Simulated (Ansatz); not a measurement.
`ClBC1C[SiH2]1` → `B[C@H]1C[Si@H]1Cl`  (isomerisation)

Computed with Ansatz on PBE0-D4/def2-TZVP structures; ΔE is electronic, products minus reactants. CCSD(T)/CBS is the MP2 limit (def2-TZVPP, def2-QZVPP) plus CCSD(T) − MP2 in def2-TZVPP, frozen cores. DFT in def2-TZVPP. One conformer a species, not always the lowest.

`ClBC1C[SiH2]1`:

```xyz
11

Cl    2.158   -1.290   -0.618
B     1.593    0.207    0.144
C     0.204    0.727   -0.105
C    -0.841    0.051   -0.989
Si   -0.963   -0.507    0.758
H     2.358    0.756    0.876
H    -0.017    1.741    0.220
H    -0.450   -0.653   -1.716
H    -1.617    0.700   -1.381
H    -0.442   -1.822    1.165
H    -1.982    0.088    1.645
```

`B[C@H]1C[Si@H]1Cl`:

```xyz
11

B    -0.912   -1.122    0.727
C    -0.332   -0.517   -0.518
C    -0.301    1.001   -0.827
Si    1.156    0.468    0.118
Cl    1.433    1.014    2.058
H    -1.375   -0.426    1.587
H    -0.859   -2.306    0.891
H    -0.009   -1.165   -1.332
H    -1.055    1.583   -0.305
H    -0.197    1.270   -1.873
H     2.450    0.199   -0.528
```

(1) Is it downhill or uphill in electronic energy at CCSD(T)/CBS, and by how much? (Estimate.)

(2) What do these levels give: PBE-D4, r2SCAN-D4, ωB97X-V, ωB97M-V, B2PLYP, r2SCAN, HF/def2-TZVPP, SCS-MP2/def2-TZVPP, CCSD/def2-TZVPP, SCS-MP2/def2-QZVPP, MP2/CBS(def2), CCSD/CBS(def2)? (Estimate.)

Largest T1 diagnostic among the species: 0.011.

Results:

(1) Ansatz gave: Uphill: ΔE = +3.4 kcal/mol.

(2) The calculation gave: PBE-D4 4.2, r2SCAN-D4 3.5, ωB97X-V 3.2, ωB97M-V 3.1, B2PLYP 3.4, r2SCAN 3.5, HF/def2-TZVPP 1.9, SCS-MP2/def2-TZVPP 3.5, CCSD/def2-TZVPP 3.6, SCS-MP2/def2-QZVPP 3.1, MP2/CBS(def2) 3.4, CCSD/CBS(def2) 3.0 kcal/mol.

In def2-TZVPP, CCSD(T) changes the Hartree–Fock value by +2.1 kcal/mol (the triples alone add +0.4 kcal/mol) and MP2 by +2.1 kcal/mol.
